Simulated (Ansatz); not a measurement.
Basis-set extrapolation for BF$_{3}$H$_{5}$NSi, SMILES `F[B-](F)(F)[NH2+][SiH3]` (PBE0-D4/def2-TZVP geometry, frozen core, Ansatz 0.2.0). Multiplicity 1, RHF reference.

```csv
,def2-TZVPP,def2-QZVPP
HF,-669.710244,-669.736142
MP2 correlation,-1.199546,-1.304536
CCSD(T) correlation,-1.268544,not run
```

Energies in hartree. Use E(X) = E(∞) + A·exp(−7.88·√X) for Hartree–Fock and E(X) = E(∞) + B·X^(−2.97) for correlation, with X = 3 and 4, and add CCSD(T) minus MP2 of the smaller set to the MP2 limit.

Question: What is the CCSD(T) energy at the basis-set limit?

Answer: HF limit: -669.736142 + (-0.025898) × 0.13774 = -669.73971. MP2 limit: -1.304536 + (-0.104990) × 0.74074 = -1.38231. Higher-order term: -1.268544 − (-1.199546) = -0.06900. Total: -671.19102 hartree, 557.2 kJ/mol below CCSD(T)/def2-TZVPP.
